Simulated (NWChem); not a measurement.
# SiHI₂Cl; SMILES Cl[SiH](I)I

Computed with NWChem. STO-3G and 3-21G are far too small for this property and stand as cheap habits. The geometry was optimised at PBE-D3(BJ)/def2-SVP. def2 effective core potentials on I; no spin-orbit coupling. Field at 589 nm.

| level | isotropic polarisability (bohr³) | anisotropy (bohr³) |
|---|---|---|
| B3LYP/STO-3G (all-electron, non-relativistic) | 39.5 | 39.6 |
| B3LYP/def2-SVP (core potentials) | [?] | [?] |
| B3LYP/def2-SVPD (core potentials) | 118.8 | 47.3 |

Q: Some entries are withheld; supply them.

A: 
- B3LYP/def2-SVP (core potentials), isotropic polarisability (bohr³): 87.1
- B3LYP/def2-SVP (core potentials), anisotropy (bohr³): 49.2
